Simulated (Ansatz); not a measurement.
PSe2. Total charge 0; doublet. Geometry relaxed at PBE-D4/def2-TZVP.

Cartesian coordinates in Å:
```
P 1.0210 -0.1728 0.7295
Se 0.1901 0.0897 -1.3444
Se -1.2111 0.0830 0.6149
```

The relaxation made no stability test and no search for a lower SCF solution. The structure comes from a short search, and lower isomers may exist.

Problem. Estimate the harmonic wavenumbers at UKS PBE-D4/def2-TZVP (Ansatz, unscaled). Is this a minimum?

Solution. 268, 300, 460 cm⁻¹. Yes, no mode is imaginary beyond noise. Zero-point energy 6.1 kJ/mol. Hardware: 4 threads of Arm Neoverse V2 on a shared host. Wall time 14 s.
